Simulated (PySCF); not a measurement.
Input of a response calculation (the driver script's job line, then coordinates in Å):

```
{"job": {"kind": "uv", "xc": "CAM-B3LYP", "basis": "def2-SVPD", "nstates": 8, "ntriplets": 3}, "charge": 0, "multiplicity": 1}
C     -2.442110    -1.011845    -0.590167
C     -1.595094     0.203227    -0.222618
C     -0.131458    -0.149055     0.076084
O      0.531225    -0.630625    -1.086893
C      0.645131     1.060875     0.584601
Si     2.472924     0.658135     0.958810
O      3.184103     0.005949    -0.342376
H     -2.124546    -1.449016    -1.535914
H     -3.484862    -0.722674    -0.696121
H     -2.375418    -1.773268     0.185311
H     -2.015561     0.678846     0.664905
H     -1.618004     0.929563    -1.038084
H     -0.112626    -0.938055     0.847245
H      0.013361    -1.356830    -1.449180
H      0.584967     1.843860    -0.172465
H      0.146026     1.438783     1.474841
H      2.513009    -0.286485     2.081225
H      3.202799     1.888187     1.248689
H      2.596334    -0.380321    -0.995355
```

Output (SCF cycles cut):

```
converged SCF energy = -599.2008966129

Static polarisability (au): isotropic 83.046, principal 73.383 77.457 98.297

Singlet excitations
state   eV       nm        f      main configurations
  1   7.2085    172.0   0.00597   H->L 0.56, H-2->L 0.20, H-1->L 0.11
  2   7.6184    162.7   0.00040   H-1->L+2 0.27, H-1->L 0.23, H->L+2 0.11
  3   7.9026    156.9   0.01340   H-2->L 0.29, H->L+1 0.15, H->L 0.14
  4   7.9453    156.0   0.01646   H->L+1 0.52, H->L+2 0.08
  5   8.2667    150.0   0.02493   H-1->L+1 0.47, H-1->L 0.15, H-1->L+3 0.08
  6   8.3162    149.1   0.01412   H->L+2 0.27, H-2->L 0.17, H->L+1 0.14
  7   8.4939    146.0   0.06384   H->L+3 0.69, H->L+4 0.11
  8   8.6195    143.8   0.01354   H-1->L+5 0.24, H-1->L+6 0.13, H->L+2 0.13

Triplet excitations (Tamm-Dancoff, eV): 6.9342 7.2958 7.6206
```

Theory: TDDFT CAM-B3LYP/def2-SVPD, vertical, gas phase, core orbitals frozen in the response (PySCF). Isolated species at its GFN2-xTB geometry (one conformer only).

Question: Give the energy of state 8 in hartree, cm⁻¹ and kJ/mol.

Answer: 0.31676 hartree, 69521 cm⁻¹, 831.7 kJ/mol.

Question: What is the gap between the lowest singlet and the lowest triplet?

Answer: 7.2085 − 6.9342 = 0.2743 eV (full response against Tamm–Dancoff).

Question: Which orbital energies lie behind H and L?

Answer: HOMO -9.34 eV and LUMO 0.88 eV, a gap of 10.22 eV; state 1 differs from that by -3.01 eV.

Question: Give the mean polarisability in Å³.

Answer: 83.05 au × 0.148185 = 12.31 Å³.

Question: How many basis functions and electrons does this run hold?

Answer: 246 basis functions for 66 electrons in 33 doubly occupied orbitals.

Question: Write the structure that the coordinates describe.

Answer: `CC[C@@H](O)C[SiH2]O` (C4H12O2Si), point group C1.

H and L stand for HOMO and LUMO.

Hardware: one thread, Arm Neoverse N1 (aarch64), no GPU, on a shared host. Cost: 2.1 min of wall time, 1.2 GiB resident at most.

Without π bonds the low states are Rydberg-like; a valence basis with one diffuse set may place them up to an eV too high.
